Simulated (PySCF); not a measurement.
C4H14BN.
SMILES with atom numbers: `[CH3:1][CH2:2][B@@H-:3]([CH3:4])[NH2+:5][CH3:6]` (hydrogens: H7, H8, H9 on C1; H10, H11 on C2; H12 on B3; H13, H14, H15 on C4; H16, H17 on N5; H18, H19, H20 on C6)

Theory: core-valence-separated Tamm–Dancoff BHandHLYP/aug-pcX-1 (pcseg-1 on H) in PySCF, non-relativistic, gas phase, PBE0-D3(BJ)/def2-SVP geometry. The energies are unshifted.

**Question.** List the carbon K-edge absorption lines.

**Answer.** 
```json
{"E (eV)": "283.95", "f": "0.0072", "core hole on": "C4", "main final orbital": "LUMO (42 %)"}
{"E (eV)": "284.12", "f": "0.0103", "core hole on": "C2", "main final orbital": "LUMO (50 %)"}
{"E (eV)": "284.56", "f": "0.0092", "core hole on": "C4", "main final orbital": "LUMO+1 (32 %)"}
{"E (eV)": "284.66", "f": "0.0117", "core hole on": "C1", "main final orbital": "LUMO (46 %)"}
{"E (eV)": "284.78", "f": "0.0124", "core hole on": "C4", "main final orbital": "spread"}
{"E (eV)": "284.83", "f": "0.0073", "core hole on": "C2", "main final orbital": "LUMO (31 %)"}
{"E (eV)": "284.99", "f": "0.0102", "core hole on": "C2", "main final orbital": "LUMO+2 (57 %)"}
{"E (eV)": "285.06", "f": "0.0136", "core hole on": "C4", "main final orbital": "spread"}
{"E (eV)": "285.31", "f": "0.0059", "core hole on": "C2", "main final orbital": "LUMO+1 (42 %)"}
{"E (eV)": "285.53", "f": "0.0188", "core hole on": "C1", "main final orbital": "LUMO+3 (33 %)"}
{"E (eV)": "285.73", "f": "0.0128", "core hole on": "C4", "main final orbital": "LUMO+1 (33 %)"}
{"E (eV)": "285.77", "f": "0.0056", "core hole on": "C2", "main final orbital": "spread"}
{"E (eV)": "285.81", "f": "0.0095", "core hole on": "C4", "main final orbital": "spread"}
{"E (eV)": "285.81", "f": "0.0166", "core hole on": "C1", "main final orbital": "LUMO+2 (44 %)"}
{"E (eV)": "285.92", "f": "0.0019", "core hole on": "C4", "main final orbital": "LUMO+4 (35 %)"}
{"E (eV)": "286.02", "f": "0.0014", "core hole on": "C4", "main final orbital": "spread"}
{"E (eV)": "286.06", "f": "0.0035", "core hole on": "C2", "main final orbital": "LUMO+5 (43 %)"}
{"E (eV)": "286.10", "f": "0.0034", "core hole on": "C2", "main final orbital": "spread"}
```

The first line with a tenth or more of the strongest one's intensity is at 283.95 eV (f = 0.007), with the hole on C4 (sp3 carbon bound to boron). The strongest listed is at 285.53 eV (f = 0.019; C1).

**Question.** What does the B 1s absorption edge look like?

**Answer.** 
| E (eV) | f | core hole on | main final orbital |
| --- | --- | --- | --- |
| 188.57 | 0.0059 | B3 | LUMO (83 %) |
| 189.27 | 0.0090 | B3 | LUMO+2 (68 %) |
| 189.44 | 0.0035 | B3 | LUMO+1 (66 %) |
| 189.67 | 0.0039 | B3 | LUMO+3 (57 %) |
| 190.07 | 0.0215 | B3 | LUMO+4 (37 %) |
| 190.47 | 0.0029 | B3 | LUMO+7 (39 %) |
| 190.60 | 0.0159 | B3 | LUMO+5 (34 %) |

The first line with a tenth or more of the strongest one's intensity is at 188.57 eV (f = 0.006), with the hole on B3 (four-coordinate boron). The strongest listed is at 190.07 eV (f = 0.022; B3).

**Question.** Give energies, oscillator strengths and core holes at the N K edge.

**Answer.** 
| E (eV) | f | core hole on | main final orbital |
| --- | --- | --- | --- |
| 400.79 | 0.0190 | N5 | LUMO (66 %) |
| 401.57 | 0.0381 | N5 | LUMO+2 (38 %) |
| 402.63 | 0.0145 | N5 | LUMO+1 (58 %) |
| 403.60 | 0.0092 | N5 | LUMO+4 (31 %) |
| 403.75 | 0.0077 | N5 | LUMO+3 (52 %) |
| 403.96 | 0.0070 | N5 | LUMO+2 (47 %) |
| 404.13 | 0.0111 | N5 | spread |

The first line with a tenth or more of the strongest one's intensity is at 400.79 eV (f = 0.019), with the hole on N5 (nitrogen bonded to B, C and 2 H). The strongest listed is at 401.57 eV (f = 0.038; N5).

Roots within 0.03 eV whose holes lie on the same, on equivalent or on shared atoms are summed into one line, and the highest roots are left out, as the search may have cut off their partners. Final orbitals are the ground state's empty Kohn–Sham orbitals.

**Question.** What is the summed oscillator strength of the listed C K lines, and their intensity-weighted mean energy?

**Answer.** Σf = 0.161 over 18 lines from 283.95 to 286.10 eV; the weighted mean is 285.18 eV. The strongest line holds 12 % of the sum.

The ionisation thresholds weren't computed; near and above them a finite basis only mimics Rydberg series and continuum.

Conformer computed: `[CH3:1][CH2:2][B@@H-:3]([CH3:4])[NH2+:5][CH3:6]`: C1–C2–B3–C4 -179°, C2–B3–N5–C6 172°.

One conformer stands for the species.
